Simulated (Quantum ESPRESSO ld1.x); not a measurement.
Values are calculated unless marked as measured or tabulated.
The aim is neutral aluminium in [Ne] 3s2 3p1. This ld1.x (Quantum ESPRESSO 7.5) run was made with `OMP_NUM_THREADS=1 ld1.x < ld1.in > ld1.out`. Can the result be used? Name any fault.

```
 &input
    zed=13.0,
    iswitch=1,
    rel=0,
    dft='BLYP',
    config='[Ne] 3s2 3p1',
    verbosity='high',
    rmax=5000.0,
    prefix='ld1',
    max_out_wfc=37,
    file_charge='ld1.rho',
 /
```

Output (excerpt):

```
     Program LD1 v.7.5 starts

     --------------------------- All-electron run ----------------------------

     atomic number is 13.00
     dft =BLYP   lsd =0 sic =0 latt =0  beta=0.20 tr2=1.0E-14
     Exchange-correlation= BLYP
                           (   1   3   1   3   0   0   0)
     mesh =2261 r(mesh) =4989.29872 a.u. xmin = -7.00 dx = 0.00800
     1 Ry =  13.60569312 eV

     n l     nl                  e(Ry)          e(Ha)          e(eV)
     1 0     1S 1( 2.00)    -110.897521032     -55.448760516  -1508.8376393
     2 0     2S 1( 2.00)      -7.900295792      -3.950147896   -107.4890001
     2 1     2P 1( 6.00)      -5.119330417      -2.559665209    -69.6520387
     3 0     3S 1( 2.00)      -0.559101030      -0.279550515     -7.6069570
     3 1     3P 1( 1.00)      -0.188946502      -0.094473251     -2.5707481

     final scf error:  7.0E-15 reached in  30 iterations

     Etot =    -484.750934 Ry,    -242.375467 Ha,   -6595.372444 eV

     Ekin =     484.006547 Ry,     242.003273 Ha,    6585.244542 eV
     Encl =   -1157.383841 Ry,    -578.691921 Ha,  -15747.009367 eV
     Eh   =     225.712771 Ry,     112.856385 Ha,    3070.978689 eV
     Exc  =     -37.086410 Ry,     -18.543205 Ha,    -504.586309 eV
```

Answer. Yes, it can be used (harmless). The line at issue: rmax=5000.0. The energy moves by less than 1e-5 hartree against the default mesh (-242.375 hartree).
